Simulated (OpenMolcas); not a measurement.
# 5d5 along the 73-electron sequence

| Property | Result |
| --- | --- |
| Program | OpenMolcas 26.06 |
| Method | SS-RASPT2, IPEA 0.25 Eh, imaginary shift 0.1 Eh |
| Basis | ANO-R2 |
| Scalar Hamiltonian | X2C, finite nucleus |
| Spin-orbit coupling | state interaction with AMFI integrals over the reference wave functions, term energies averaged over their components |

Active space for each ion: 11 electrons in 8 orbitals (RAS1 5p, at most 2 holes; RAS2 5d); closed shells correlated by CASPT2: 5s.

Computed levels in cm-1 above 6S 5/2:

```
                               Level   Re2+   Os3+   Ir4+   Pt5+   Au6+
                              4G 7/2  19020  21650  23940  25960  27920
                             4G 11/2  19850  22720  25280  27610  29890
                              4G 9/2  20360  23450  26290  28940  31570
                              4P 1/2  21490  25040  28170  31010  33820
                              4D 7/2  23550  27640  31410  35010  38600
                              4D 1/2  26270  31230  35890  40470  45170
                             2I 11/2  28690  32980  37020  40930  45030
                             2I 13/2  31020  35950  40640  45220  49960
                              2H 9/2  35840  41670  47110  52300  57600
weight of 6S in the lowest level (%)     90     88     85     81     77
```

Mixed levels, with the weight of the term that names them: Re2+ 4G 7/2 (71 %), Re2+ 4P 1/2 (60 %), Re2+ 4D 7/2 (74 %), Re2+ 4D 1/2 (64 %), Re2+ 2H 9/2 (52 %), Os3+ 4G 7/2 (68 %), Os3+ 4P 1/2 (60 %), Os3+ 4D 7/2 (70 %), Os3+ 4D 1/2 (64 %), Os3+ 2H 9/2 (52 %), Ir4+ 4G 7/2 (64 %), Ir4+ 4P 1/2 (60 %), Ir4+ 4D 7/2 (66 %), Ir4+ 4D 1/2 (65 %), Ir4+ 2I 11/2 (73 %), Ir4+ 2H 9/2 (52 %), Pt5+ 4G 7/2 (60 %), Pt5+ 4G 11/2 (75 %), Pt5+ 4P 1/2 (59 %), Pt5+ 4D 7/2 (60 %), Pt5+ 4D 1/2 (66 %), Pt5+ 2I 11/2 (71 %), Pt5+ 2H 9/2 (52 %), Au6+ 4G 7/2 (57 %), Au6+ 4G 11/2 (71 %), Au6+ 4P 1/2 (59 %), Au6+ 4D 7/2 (53 %), Au6+ 4D 1/2 (67 %), Au6+ 2I 11/2 (68 %), Au6+ 2H 9/2 (52 %).

Measured, with the error of the calculation in %. Measured levels: Re2+ from the list in Brasseur, Gamrath and Quinet, At. Data Nucl. Data Tables 157, 101636 (2024).

```json
{"Level": "4G 7/2", "Re2+": "16890 (+12.6)"}
{"Level": "4G 11/2", "Re2+": "18020 (+10.1)"}
{"Level": "4G 9/2", "Re2+": "18346 (+11.0)"}
{"Level": "4D 7/2", "Re2+": "20453 (+15.1)"}
{"Level": "2I 11/2", "Re2+": "26170 (+9.6)"}
{"Level": "2I 13/2", "Re2+": "28588 (+8.5)"}
```

4G 7/2 changes by a factor of 1.47 over the same range, with steps per unit of Z of +2630, +2290, +2020, +1960 cm-1.

Term energies are means over components that CASPT2 splits; among the terms shown or strongly mixed into the levels shown the widest spread is 230 cm-1 (5d5 2F(1), Re2+). Active for correlation alone: 5p; no level in the range computed is led by a configuration that opens it, so any true level of that kind is missing. Some terms miss by over 15 % even with CASPT2, which points to a basis or an active space too small for the shells correlated (holds for Re2+). Measured partners are found by configuration, term and J. A level has none where our copy of the source lacks it or the pairing is in doubt (some pairs that miss far off the trend of their configuration count as doubtful), and it then counts in no deviation. Levels of configurations outside the active space are missing.

A number in round brackets counts repeated terms of one configuration in the order of the reference energies.
